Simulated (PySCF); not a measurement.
HN2 (SMILES N#[NH+]), charge +1, singlet, at a GFN2-xTB geometry. Base run: BLYP/6-31G* (PySCF).

Input for PySCF:
```python
from pyscf import gto, scf, dft

mol = gto.Mole()
mol.atom = '''
    N    -0.00000000   -0.00000000   -0.64481385
    N     0.00000000    0.00000000    0.43538188
    H     0.00000000    0.00000000    1.46602381
'''
mol.basis = '6-31g*'
mol.charge = 1
mol.verbose = 4
mol.symmetry = True
mol.build()

mf = dft.RKS(mol)
mf.xc = 'blyp'
mf.kernel()
mf.analyze()
```

Each row names what was changed in the base input (with any setting that the change needs).

```csv
change,ΔE vs base (eV),point group used,SCF cycles
base,0.00,Coov,8
symmetry_subgroup = C2v,0.00,C2v,8
symmetry = off,0.00,C1,8
```
